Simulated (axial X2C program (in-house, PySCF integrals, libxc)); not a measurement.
**Curves of EuCl⁺ from open-shell CI on f7 s0**

Calculated with an axial X2C code built on PySCF integrals: two-component X2C with atomic mean-field Coulomb and Gaunt terms, basis Eu dyall-v3z, Cl dyall-v3z (cores contracted in-house). Orbitals come from Hartree–Fock averaged over the configuration Eu f7 s0; CI then distributes these electrons over the f, s shells of Eu.

Scan along the bond; masses Eu 152.921 u, Cl 34.969 u. Energies in cm⁻¹ from the lowest point; levels are followed by energy order within each Ω. Lowest level at 2.526 Å: 100% f7.

```csv
R (Å),(1)Ω=7/2,(1)Ω=5/2,(1)Ω=3/2,(1)Ω=1/2
2.349,2041,2041,2041,2042
2.438,491,492,492,492
2.526,0,0,1,1
2.627,362,363,363,363
2.728,1423,1423,1423,1424
2.842,3179,3179,3180,3180
2.981,5810,5810,5810,5810
```

(1) Fit the curves (1)Ω=7/2, (1)Ω=5/2, (1)Ω=3/2, (1)Ω=1/2 near their minima.

Dynamic correlation is missing, so gaps between terms are too wide and other configurations may lie lower; the lowest level listed is that of this model, not necessarily the ground state. At most 4 roots were kept for each Ω > 0 (twice that for Ω = 0) within 2.2 eV of the lowest, so higher up levels can be missing between those listed; levels with Ω > 0 are doubly degenerate and listed once, Ω = 0 levels singly. States that fill the shells left empty in the average are placed too high.

Answers

(1) From the open-shell CI curves, Te from the lowest:

```
   level  Te (cm⁻¹)  Re (Å)  ωe (cm⁻¹)
(1)Ω=7/2          0   2.534      335.3
(1)Ω=5/2          0   2.534      335.3
(1)Ω=3/2          1   2.534      335.3
(1)Ω=1/2          1   2.534      335.3
```

Without dynamic correlation distances can be off by several hundredths of an Å (long for ionic bonds, short for multiple bonds) and the wavenumbers are rough.
